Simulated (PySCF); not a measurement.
PySCF input file for F3In, SMILES [F][In-]([F])[F], charge -1, multiplicity 2, C-PCM-PBE0/def2-SVPD. The structure is a stationary point at B3LYP-D3(BJ)/def2-SVPD. The def2 effective core potentials stand for the cores of In; spin–orbit coupling is left out.

```python
import numpy as np
from pyscf import gto, scf, dft
from pyscf.solvent import pcm

mol = gto.M(
    atom='''
    In   -0.00000000   -0.00000000   -0.27132116
    F     1.66192495   -0.95951282    0.49239766
    F     0.00000001    1.91902564    0.49239766
    F    -1.66192495   -0.95951282    0.49239766
    ''',
    basis='def2-SVPD',
    ecp={'In': 'def2-svp'},
    charge=-1,
    spin=1,
    max_memory=1600,
    verbose=3,
)
mf = dft.UKS(mol, xc='pbe0').density_fit(auxbasis='def2-universal-jkfit')
mf.grids.level = 3
mf.conv_tol = 1e-9
mf.max_cycle = 100
mf.kernel()
fine, coarse = mf.grids, dft.Grids(mol).set(level=1).build(with_non0tab=True)
for _ in range(3):  # follow internal instabilities
    mf.grids = coarse
    mo, _, stable, _ = mf.stability(return_status=True, nroots=4)
    mf.grids = fine
    if stable:
        break
    mf.kernel(mf.make_rdm1(mo, mf.mo_occ))
res = {}
for name, eps in {'water': 78.355, '1-octanol': 9.8629, 'acetonitrile': 35.688}.items():
    s = mf.PCM()
    s.with_solvent.method, s.with_solvent.eps, s.with_solvent.lebedev_order = 'C-PCM', eps, 29
    s.kernel(mf.make_rdm1())
    res[name] = (s.e_tot, eps, s.dip_moment(), s.mo_energy, s.converged)
    print(f'{name}: electrostatic solvation free energy {(s.e_tot - mf.e_tot) * 627.509474:.3f} kcal/mol')
```

It prints:

```

WARN: HOMO -0.742312094006216 >= LUMO -0.742312094006227

converged SCF energy = -489.330376126991  <S^2> = 0.75216185  2S+1 = 2.0021607
<class 'pyscf.df.df_jk.DFUKS'> wavefunction is stable in the internal stability analysis

WARN: PCM is an experimental feature. It is still in testing.
Features and APIs may be changed in the future.

converged SCF energy = -489.423587696776  <S^2> = 0.75197924  2S+1 = 2.0019783

WARN: System has nonzero charge -1; the dipole moment is origin-dependent.
Location of origin: [0. 0. 0.]

Dipole moment(X, Y, Z, Debye): -0.00000,  0.00010, -4.12270
water: electrostatic solvation free energy -58.491 kcal/mol

WARN: PCM is an experimental feature. It is still in testing.
Features and APIs may be changed in the future.

converged SCF energy = -489.414992653205  <S^2> = 0.75200067  2S+1 = 2.0019997

WARN: System has nonzero charge -1; the dipole moment is origin-dependent.
Location of origin: [0. 0. 0.]

Dipole moment(X, Y, Z, Debye): -0.00000,  0.00008, -3.99544
1-octanol: electrostatic solvation free energy -53.098 kcal/mol

WARN: PCM is an experimental feature. It is still in testing.
Features and APIs may be changed in the future.

converged SCF energy = -489.422104076145  <S^2> = 0.75198301  2S+1 = 2.001982

WARN: System has nonzero charge -1; the dipole moment is origin-dependent.
Location of origin: [0. 0. 0.]

Dipole moment(X, Y, Z, Debye): -0.00000,  0.00010, -4.10034
acetonitrile: electrostatic solvation free energy -57.560 kcal/mol
```

The calculation finished and met its thresholds.

Cost: about 30 core-seconds (a rough figure).
